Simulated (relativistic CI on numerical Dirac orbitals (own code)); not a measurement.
**Slater and spin-orbit integrals, Sm XLVI**

Calculated at this level of theory: Dirac-Coulomb-Breit CI, KLI orbitals optimised for each configuration, model QED, unscaled Slater integrals (own radial code, finite nucleus).

Slater integrals F^k, G^k are unscaled and averaged over j, outside the closed core [Ne]; ζ comes from projecting the Hamiltonian with its Breit term on Σ l·s of the shell.

- 3s²3p⁵: ζ(3p) = 807020 cm⁻¹; <r>(3p) = 0.2282, <r^2>(3p) = 0.06022 (bohr units).
- 3s²3p⁴3d: F^2(3p,3p) = 430700, ζ(3p) = 806210, F^2(3p,3d) = 433880, G^1(3p,3d) = 453200, G^3(3p,3d) = 305600, ζ(3d) = 109870 cm⁻¹; <r>(3p) = 0.2284, <r^2>(3p) = 0.06032, <r>(3d) = 0.2021, <r^2>(3d) = 0.04716 (bohr units).
- 3s3p⁵3d: G^1(3s,3p) = 544980, ζ(3p) = 806000, G^2(3s,3d) = 341970, F^2(3p,3d) = 433650, G^1(3p,3d) = 453090, G^3(3p,3d) = 305490, ζ(3d) = 110390 cm⁻¹; <r>(3s) = 0.2345, <r^2>(3s) = 0.06271, <r>(3p) = 0.2285, <r^2>(3p) = 0.06038, <r>(3d) = 0.2023, <r^2>(3d) = 0.04723 (bohr units).

Averages of the first 10 configurations, taken without configuration mixing, which lowers the lowest level and can move excited configurations by several eV; other configurations of the list can lie among them:

```tsv
Configuration	Parity	States	Average energy above the lowest level (eV)
3s²3p⁵	odd	6	58.8
3s3p⁶	even	2	323.7
3s²3p⁴3d	even	150	327.9
3s3p⁵3d	odd	120	584.8
3p⁶3d	even	10	860.4
3s3p⁴3d²	even	1350	853.1
3s²3p³3d4p	even	1200	2114.1
3p⁶4s	even	2	2282.3
3s3p⁴3d4s	even	600	2264.2
3s²3p⁴4s	even	30	1746.9
```
